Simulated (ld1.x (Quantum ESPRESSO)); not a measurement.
## Which change was made? (Si, ultrasoft)

```
Element                 : silicon (Si)
Generator               : ld1.x (Quantum ESPRESSO) 7.5
Type                    : ultrasoft
Functional              : LDA (PZ)
Relativity              : scalar-relativistic
Frozen core             : [Ne]
Valence charge          : 4
Reference configuration : 3s2 3p1 (charge +1)
Partial waves           : 3s (bound): rcut 1.25, rcutus 1.60 bohr; 3s channel at 0.6 Ry: rcut 1.25, rcutus 1.60 bohr; 3p (bound): rcut 1.30, rcutus 1.60 bohr; 3p channel at 0.05 Ry: rcut 1.30, rcutus 1.60 bohr
Local potential         : all-electron potential smoothed inside 1.45 bohr (lloc = -2)
Core correction         : Bessel-smoothed model core inside 1.45 bohr
Augmentation charge     : PSQ, radius 1.20 bohr
```

Cutoffs, loose and tight: the cutoffs (Ry, on a coarse ladder) from which the occupation-weighted sum of valence levels, in a spherical-Bessel basis at the reference potential, stays within 10 and 1 mRy of its value at 400 Ry. They do not see the model core or the augmentation charge, which bear on the density cutoff. Test errors are all-electron minus pseudo excitation energies from the reference, over the configurations 3s2 3p2; 3s2 3p0; 3s1 3p0; 3s1 3p3; 3s2 3p1.5; 3s0 3p4; 3s2 3p2.3 (two spin-polarised tests are not counted in the largest error); variants that change the core or the reference have their own tests.

The base gives: outcome: generated; cutoff, loose: 12 Ry; cutoff, tight: 18 Ry; bound ghosts: none; largest test error (meV): -24.

(1) After one change the result is: outcome: generated; cutoff, loose: 12 Ry; cutoff, tight: 18 Ry; bound ghosts: none; largest test error (meV): -42. Which change was it?
A. core correction Bessel-smoothed model core inside 0.86 bohr
B. core correction Bessel-smoothed model core inside 1.66 bohr
C. core correction none
D. core correction Bessel-smoothed model core inside 1.32 bohr
E. core correction Bessel-smoothed model core inside 1.52 bohr

Answers

(1) A. The others give: core correction Bessel-smoothed model core inside 1.66 bohr → outcome: generated; cutoff, loose: 12 Ry; cutoff, tight: 18 Ry; bound ghosts: none; largest test error (meV): +4.1 | core correction Bessel-smoothed model core inside 1.32 bohr → outcome: generated; cutoff, loose: 12 Ry; cutoff, tight: 18 Ry; bound ghosts: none; largest test error (meV): -31 | core correction Bessel-smoothed model core inside 1.52 bohr → outcome: generated; cutoff, loose: 12 Ry; cutoff, tight: 18 Ry; bound ghosts: none; largest test error (meV): -18 | core correction none → outcome: generated; cutoff, loose: 12 Ry; cutoff, tight: 18 Ry; bound ghosts: none; largest test error (meV): +142.
